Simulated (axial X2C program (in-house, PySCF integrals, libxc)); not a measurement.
# Worked dissociation energy of BiF⁻: HF, scalar-relativistic

All values were computed with an in-house all-electron X2C program for linear molecules (integrals from PySCF). Spin-free means the one-electron spin-free X2C Hamiltonian. Basis: Bi dyall-acv3z [13s15p11d7f1g], F dyall-av3z [7s6p3d2f] (cores contracted in-house); Gaussian nuclei, density fitting, unrestricted open shells. Masses: Bi 208.980 u, F 18.998 u.

Molecular state: M_S = 1/2, Λ = 1 (beyond evenly filled blocks: π+α, π+β, π-α).

| Quantity | Value |
| --- | --- |
| E(Bi) (2M_S = 3, M_L = 0) | -21529.484219 hartree |
| E(F-) (2M_S = 0, M_L = 0) | -99.546038 hartree |
| E(BiF⁻) at Re | -21629.060591 hartree |
| ωe | 457.4 cm⁻¹ |
| ωexe | 2.76 cm⁻¹ |

Q: Work out De and D0.

A: De = -21529.484219 + (-99.546038) − (-21629.060591) = 0.03033 hartree = 0.825 eV. The zero-point energy is ωe/2 − ωexe/4 = 228 cm⁻¹ = 0.028 eV, so D0 = 0.797 eV.

The state is a single determinant with fixed occupations, the lowest that a limited PBE0 search found. Dissociation energies refer to the lowest single-determinant-based atoms at the same level and basis. Spin–orbit coupling changes these values markedly for this molecule (Re by over 0.02 Å or De by over 0.25 eV), so the spin-free numbers are a model. Hartree–Fock gets electron affinities wrong, so its lowest charge split need not be the true one.

Hartree–Fock lacks correlation and underbinds, often by eV.

Each atomic determinant is the lowest at this level and need not be a pure term. Totals compare only within one Hamiltonian and basis.
